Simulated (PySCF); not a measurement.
Job file and geometry (Å, from GFN2-xTB) of an NMR shielding run on `[C@@H](CC#C)(CNC)N[SiH3]`, C6H14N2Si, GIAO PBE0/pcSseg-1 NMR shielding, non-relativistic, gas phase in PySCF 2.14.0, density-fitted response routines; density fitting, a coarse starting grid and PySCF grid level 2 are the driver's defaults:

```
$ OMP_NUM_THREADS=1 python probes_run.py task.json out

{"job": {"kind": "nmr", "xc": "PBE0", "basis": "pcSseg-1"}, "charge": 0, "multiplicity": 1}
C      2.659773    -2.586817     0.510977
C      2.220654    -1.651546    -0.092815
C      1.686410    -0.515930    -0.811636
C      0.521348     0.153426    -0.055666
C     -0.682340    -0.787685     0.035278
N     -1.676851    -0.227937     0.926439
C     -2.934890    -0.939769     0.892236
N      0.126931     1.390215    -0.684031
Si     0.794619     2.924591    -0.300149
H      3.046286    -3.407829     1.036730
H      2.478787     0.224534    -0.954555
H      1.338933    -0.842844    -1.797508
H      0.845718     0.392272     0.961276
H     -1.080738    -0.960060    -0.984938
H     -0.362155    -1.753919     0.437916
H     -1.818899     0.747816     0.676434
H     -3.384435    -0.993376    -0.113018
H     -2.768118    -1.959167     1.243452
H     -3.638230    -0.451232     1.564014
H     -0.218735     1.236386    -1.620542
H     -0.005255     3.856413    -1.092064
H      0.627189     3.090230     1.142214
H      2.219248     3.089213    -0.637030
```

Task: What does the program print?

Result: 
```
coarse grid: 18944 points
cycle   1  E = -635.2749922196  dE =  9.725e-01  |g| = 5.284e-01  |ddm| = 4.377e+00
cycle   2  E = -635.2631055404  dE =  1.189e-02  |g| = 5.926e-01  |ddm| = 1.303e+00
cycle   3  E = -635.3416659545  dE = -7.856e-02  |g| = 9.959e-02  |ddm| = 6.945e-01
cycle   4  E = -635.3434681211  dE = -1.802e-03  |g| = 3.846e-02  |ddm| = 1.202e-01
cycle   5  E = -635.3437364923  dE = -2.684e-04  |g| = 1.965e-02  |ddm| = 4.239e-02
cycle   6  E = -635.3438254291  dE = -8.894e-05  |g| = 4.692e-03  |ddm| = 1.640e-02
cycle   7  E = -635.3438306284  dE = -5.199e-06  |g| = 1.070e-03  |ddm| = 4.309e-03
final grid: 176368 points
cycle   8  E = -635.3943232523  dE = -5.139e-05  |g| = 8.680e-03  |ddm| = 4.605e-02
cycle   9  E = -635.3943176735  dE =  5.579e-06  |g| = 1.003e-02  |ddm| = 1.855e-02
cycle  10  E = -635.3943420483  dE = -2.437e-05  |g| = 1.157e-03  |ddm| = 1.022e-02
cycle  11  E = -635.3943423266  dE = -2.783e-07  |g| = 3.656e-04  |ddm| = 1.200e-03
cycle  12  E = -635.3943423489  dE = -2.228e-08  |g| = 2.028e-04  |ddm| = 3.594e-04
cycle  13  E = -635.3943423586  dE = -9.709e-09  |g| = 4.020e-05  |ddm| = 1.768e-04
cycle  14  E = -635.3943423589  dE = -3.529e-10  |g| = 1.100e-05  |ddm| = 4.697e-05
converged SCF energy = -635.3943423589

GIAO shielding tensors (ppm)
atom      isotropic    diamagn.    paramagn.     s11        s22        s33       span
  0 C      110.407     258.296    -147.889     37.858     40.189    253.174    215.316
  1 C      100.298     261.274    -160.976      0.452      5.049    295.393    294.941
  2 C      157.975     250.611     -92.637    135.261    158.516    180.146     44.885
  3 C      127.796     245.089    -117.293    110.592    131.942    140.855     30.263
  4 C      122.914     248.704    -125.790     97.457    122.298    148.987     51.529
  5 N      224.560     321.666     -97.106    190.535    224.160    258.985     68.450
  6 C      146.953     243.264     -96.312    118.547    137.116    185.194     66.647
  7 N      231.728     324.631     -92.903    192.694    218.074    284.417     91.723
  8 Si     407.366     880.728    -473.362    359.649    386.648    475.801    116.151
  9 H       30.248      34.623      -4.375     24.815     25.102     40.826     16.011
 10 H       29.034      28.947       0.087     23.400     29.909     33.793     10.393
 11 H       29.750      29.592       0.158     25.827     29.692     33.730      7.903
 12 H       28.900      34.292      -5.391     26.593     28.463     31.645      5.052
 13 H       29.862      34.200      -4.337     26.997     29.479     33.112      6.115
 14 H       28.189      33.429      -5.240     23.057     28.809     32.702      9.644
 15 H       30.909      36.034      -5.125     20.458     33.444     38.823     18.365
 16 H       29.318      28.674       0.644     24.758     27.281     35.916     11.158
 17 H       29.144      28.537       0.607     24.804     26.963     35.666     10.862
 18 H       28.770      27.543       1.226     24.129     26.337     35.844     11.715
 19 H       32.555      35.555      -3.000     24.592     31.356     41.718     17.126
 20 H       27.151      29.128      -1.977     23.445     25.223     32.785      9.340
 21 H       27.152      30.249      -3.098     23.088     26.204     32.163      9.075
 22 H       26.895      29.021      -2.126     22.617     25.358     32.710     10.093
```

Task: Turn these shieldings into chemical shifts. Shifts are taken against calculated references (same method and geometry level): TMS for ¹³C (σ = 186.93 ppm), ²⁹Si (σ = 349.16 ppm), ¹H (σ = 31.72 ppm); NH3 for ¹⁵N (σ = 267.73 ppm).

Result: Averaging equivalent atoms: C 1: 86.6; C 0: 76.5; C 4: 64.0; C 3: 59.1; C 6: 40.0; C 2: 29.0; N 5: 43.2; N 7: 36.0; Si 8: -58.2; H 20/21/22: 4.65; H 14: 3.53; H 12: 2.82; H 10: 2.68; H 16/17/18: 2.64; H 11: 1.97; H 13: 1.85; H 9: 1.47; H 15: 0.81; H 19: -0.84 ppm. Experimental scales use liquid or dissolved standards, which lie at an offset from isolated NH3 (liquid NH3: subtract about 20 ppm).

Size and cost of the density-fitted run: 230 basis functions, 120 s wall time on 1 thread of an Arm Neoverse N1, shared host; peak memory 1 GiB.
